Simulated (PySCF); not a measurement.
CH5BFNO, SMILES NB(O)CF.

Geometry optimised at PBE-D3(BJ)/def2-SVP. The structure was generated by enumeration, and PubChem lists no compound with its InChIKey, so it may never have been made. One conformer was computed; it need not be the lowest.

These are PySCF with PBE-D3(BJ)/def2-SVP values and carry that method's errors.

Frequencies are harmonic and unscaled.

```tsv
mode	ν (cm⁻¹)	IR (km/mol)	moving atoms (share of kinetic energy)
1	91	2.2	H 30 %, C 24 %, F 24 %, O 14 %
2	208	8.7	F 37 %, N 34 %, H 16 %
3	373	3.7	O 34 %, H 23 %, N 15 %, F 11 %, C 11 %
4	382	115.3	H 81 %, B 14 %
5	412	0.0	H 73 %, B 18 %, N 8 %
6	456	2.0	F 28 %, O 23 %, H 20 %, C 14 %, B 13 %
7	490	164.3	H 71 %, B 11 %, N 11 %
8	599	8.9	H 81 %, B 10 %
9	762	4.3	C 39 %, H 26 %, N 24 %
10	848	19.8	H 68 %, N 21 %, O 10 %
11	855	2.6	H 44 %, B 28 %, C 26 %
12	967	161.4	H 57 %, O 24 %, N 9 %
13	1038	28.3	C 48 %, F 35 %, H 15 %
14	1192	1.4	H 91 %
15	1233	26.4	H 64 %, B 20 %, C 9 %
16	1358	64.8	B 40 %, H 35 %, C 20 %
17	1401	0.2	H 89 %
18	1415	131.0	B 53 %, H 34 %, O 11 %
19	1542	246.1	H 52 %, N 23 %, B 23 %
20	2943	28.0	H 95 %
21	2990	28.4	H 90 %, C 10 %
22	3516	32.9	H 96 %
23	3625	29.7	H 91 %, N 9 %
24	3751	27.1	H 94 %
```
